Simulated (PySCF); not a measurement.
How methods differ on the excitation energy of Co

Co [Ar] 3d7 4s2 (4F) → Co [Ar] 3d6 4s2 5s1 (6D), as a difference of total energies. Calculation: PySCF 2.14, in aug-cc-pVTZ (8s7p5d3f2g, 93 functions); the non-relativistic Hamiltonian (point nucleus). Correlated levels: valence: [Ar] frozen. The calculations carry no spin-orbit coupling.

```
           method  excitation energy (eV)
              UHF                   8.506
              LDA                  11.190
              PBE                  11.010
             PBE0                  10.585
           r2SCAN                  10.947
            B3LYP                  10.841
            wB97X                  10.848
              M06                  10.302
            B97-3                  10.698
    MP2 (valence)                  10.245
SCS-MP2 (valence)                  10.356
```

Q: How much does correlation contribute at MP2 (valence)?

A: 10.245 − (8.506) = 1.739 eV, measured against UHF.

A first-order spin-orbit estimate (lowest level to lowest level, LS coupling) adds 0.026 eV.

The upper state lies above the first ionisation limit, but in LS coupling its spin forbids autoionisation to the ground ion. A Rydberg-like electron needs more diffuse functions than a valence basis has.

The promoted electron is Rydberg-like, and one or two diffuse shells describe it only roughly, which tends to raise the upper state.
